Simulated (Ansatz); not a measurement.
Consider the substitution at a C–C bond: `C[CH](C)[Al]([Cl])[Cl]` + `O[Si]1(F)CO1` → `CO[Si]1(F)CO1` + `C[CH2][Al]([Cl])[Cl]`.

Computed with Ansatz on PBE0-D4/def2-TZVP structures; ΔE is electronic, products minus reactants. CCSD(T)/CBS is the MP2 limit (def2-TZVPP, def2-QZVPP) plus CCSD(T) − MP2 in def2-TZVPP, frozen cores. Functionals use def2-TZVPP. B3LYP here is the variant with VWN-RPA as its local correlation; programs differ in this. Each species was taken in one conformer, which may not be the lowest.

```csv
level,ΔE (kJ/mol),difference from CCSD(T)/CBS
r2SCAN-D4,46.3,-3.9
ωB97X-V,43.0,-7.2
r2SCAN,45.5,-4.7
B3LYP,36.8,-13.4
HF/def2-TZVPP,31.0,-19.2
MP2/def2-TZVPP,56.4,6.2
SCS-MP2/def2-TZVPP,49.3,-0.9
CCSD/def2-TZVPP,47.5,-2.7
MP2/CBS(def2),56.9,6.7
CCSD/CBS(def2),48.0,-2.2
CCSD(T)/CBS,50.2,0
```

Largest T1 diagnostic among the species: 0.013.

The D4 term adds +3.9 kJ/mol with B3LYP and +2.2 kJ/mol with PBE0; it sums over pairs of atoms, weighted by their polarisabilities, and B3LYP, whose exchange is more repulsive, gets the larger term. In def2-TZVPP, CCSD(T) changes the Hartree–Fock value by +18.6 kJ/mol (the triples alone add +2.2 kJ/mol) and MP2 by +25.4 kJ/mol.

CCSD(T)/CBS has its own doubt, a few kJ/mol and more with outer-core shells, so smaller differences from it don't rank the levels.
